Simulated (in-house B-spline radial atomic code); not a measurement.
**RPA and G0W0 on r2SCAN: Ga III (Ga2+)**

Configuration [Ar] 3d10 4s1, highest spin, mean-field start r2SCAN. Computed with a B-spline radial code for spherical atoms: all electrons, scalar-relativistic (spin-free one-electron X2C), finite nucleus, each spin shell either full or empty, empty states to l = 9 with an (l + 1/2)⁻⁴ tail; G0W0 by contour deformation at full frequency.

RPA overbinds a lone outer s electron by self-correlation, and G0W0 tends to as well.

Command:
```bash
python run_gw.py task.json out
```
Settings (radii: box in bohr, nucleus in fm):
```
Z                        31
electrons                29
configuration            [Ar] 3d10 4s1
hamiltonian              x2c
method                   r2scan
lmax                     9
rms_radius               3.9973
spin_polarised           True
box_radius               17.55
intervals                70
ion_configuration        [Ar] 3d10
```

Cost of the run: 6.6 s on 1 thread of Arm Neoverse N1 (shared host).

Energies (hartree):

```csv
term,value
mean-field total,-1942.88872
Hartree-Fock functional on these orbitals,-1941.32097
direct second order,-2.6213
second-order exchange,0.76028
SOSEX correction,0.68303
```

**Question.** What is the RPA correlation energy, and what remains with SOSEX?

**Answer.** RPA gives -2.1868 hartree (-2.05 eV per electron); RPA + SOSEX gives -1.5037, and the second-order doubles -1.861 hartree (no singles). RPA lacks exchange-type terms and so overcorrelates at short range.

Quasi-particle levels (eV):

| level | occupied | mean field | Σx - vxc | Σc | QP weight | G0W0 |
| --- | --- | --- | --- | --- | --- | --- |
| 4s up | yes | -27.047 | -2.97 | ? | ? | ? |
| 3d down | yes | -39.68 | -12.82 | 3.61 | 0.876 | -48.89 |
| 4s down | no | -24.288 | 6.16 | -2.45 | 0.936 | -20.576 |

G0W0 = mean field + (Σx - vxc) + Σc, with Σc (partial-wave tail included) taken at the quasi-particle energy. Only the outer levels were computed. Levels of low weight are left out.

**Question.** Where does G0W0 put 4s up?

**Answer.** At -31.55 eV, with Σc = -1.54 eV and a quasi-particle weight of 0.959. The tabulated removal energy is 30.726 eV (NIST, measured); the calculation leaves out spin-orbit coupling, Breit and QED terms, and what these don't explain is the method's own error.

**Question.** What does it cost to remove one electron (to [Ar] 3d10) by differences of total energies, each species on its own start (correlation terms add to the Hartree-Fock functional)?

**Answer.** r2SCAN 31.32 eV, Hartree-Fock functional 29.479 eV, + RPA 31.30 eV, + RPA + SOSEX 30.56 eV, + second order 31.35 eV. Tabulated: 30.726 eV (NIST, measured); the calculation leaves out spin-orbit coupling, Breit and QED terms, and what these don't explain is the method's own error.
